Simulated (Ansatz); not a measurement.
GeH$_{4}$S$_{4}$, SMILES `[SH][Ge]([SH])([SH])[SH]`. Total charge 0; spin multiplicity 1.

```tsv
atom	x (Å)	y (Å)	z (Å)
S1	0.9315	-1.8214	-0.8459
Ge2	0.0000	0.0000	0.0001
S3	0.5736	0.0826	2.1367
S4	-2.1767	-0.1597	-0.3710
S5	0.6715	1.8985	-0.9197
H6	0.3571	-1.6528	-2.0502
H7	0.1450	-1.1681	2.3829
H8	-2.4342	1.0581	0.1384
H9	1.9321	1.7629	-0.4712
```

(1) What are the harmonic wavenumbers in cm⁻¹ at PBE0-D4/def2-TZVP (Ansatz, finite differences of forces, unscaled)? (Estimate.)

(2) Is this a minimum?

(3) Give the ideal-gas thermochemistry at 298.15 K and 1 bar (rigid rotor, harmonic oscillator; point group S4, symmetry number 2).

## Answers

(1) Ansatz gave: 67, 109, 137, 137, 145, 193, 193, 194, 232, 361, 417, 423, 423, 710, 747, 747, 762, 2703, 2703, 2703, 2704.

(2) Yes, all 21 modes are real.

(3) Zero-point energy 100.5 kJ/mol; H(298) − E = 129.7 kJ/mol; entropy 416.1 J/(mol·K), of which translation 175.2, rotation 118.6, vibration 122.3; G(298) − E = 5.6 kJ/mol. Modes under 100 cm⁻¹ are hindered rotations or soft bends, so the harmonic entropy is rough.
